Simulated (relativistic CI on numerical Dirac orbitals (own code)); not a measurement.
## Au22+: what numerical and physical settings do to a radial Dirac CI calculation

Reference input:

```
atom Au  Z=79  charge=22  electrons=57
nucleus A=197  rms_radius_fm=5.4371
hamiltonian dirac-coulomb  breit=on  qed=on  c_scale=1
orbitals kli  potential=per-configuration
slater_scale 1
correlation none
mixing on
grid step=0.0125 r_max=8.8
scf mixing=0.4 start=green max_iterations=150 tolerance=2e-08 node_fill=0.05
configurations
  [Kr] 4d10 4f11
  [Kr] 4d10 4f10 5s
  [Kr] 4d10 4f9 5s2
end
```

Computed lowest total energy -18801.87496 Ha, first excitation 27679.8 cm⁻¹, 36 SCF steps. Runs with settings changed; * marks those that are bad on purpose (the QED terms keep the true α when c is scaled):

```csv
Changed,Outcome,Lowest level,ΔE (Ha),First excitation (cm⁻¹),SCF steps,Message
"end of the grid at 4.4 bohr, node fill of the KLI weights 0.5",converged,4f11 4I°_15/2,0.0178,28260.5,36,
"speed of light × 2, nuclear radius 7.0682 fm, SCF tolerance 1e-05",converged,4f11 4I°_15/2,891,6707.4,30,
"Slater scale 0.6, node fill of the KLI weights 0",converged,4f11 4I°_15/2,0.118,16898.2,36,
node fill of the KLI weights 0.5,converged,4f11 4I°_15/2,0.0178,28260.5,36,
grid step 0.002 *,refused,,,,0,"the grid has 7996 points, outside 40 to 4096"
SCF mixing 2.5 *,converged,4f11 4I°_15/2,2.14e-09,27679.8,48,
```
